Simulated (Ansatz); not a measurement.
Z-matrix (Å, degrees):
```
Sn
O 1 1.968
F 1 1.897 2 107.0
F 1 1.897 2 107.0 3 109.6
H 1 1.686 2 114.0 3 -125.2
```

Total charge 0; spin multiplicity 2. Sn: def2 effective core potential.

Problem. List the CAM-B3LYP/def2-TZVPP orbital energies in eV (Ansatz 0.2.0). (Best estimate.)

Solution. The calculation gave: α occupied: -673.20, -673.20, -524.92, -142.84, -97.76, -97.75, -97.73, -34.50, -34.23, -32.31, -31.86, -31.85, -31.68, -30.94, -28.75, -17.27, -14.52, -14.24, -13.90, -13.60, -13.22, -13.03, -12.89, -12.21, -11.93. α empty: -1.02, 0.32, 0.46, 2.53, 2.97, 4.27, 4.39, 5.40. β occupied: -673.20, -673.20, -524.23, -142.83, -97.76, -97.75, -97.72, -34.50, -34.23, -32.15, -31.86, -31.85, -31.62, -30.94, -26.85, -17.16, -14.23, -14.12, -13.76, -13.22, -13.02, -12.86, -11.83, -11.22. β empty: -3.92, -0.87, 0.35, 0.63, 2.67, 3.12, 4.26, 4.45. ⟨S²⟩ = 0.754.
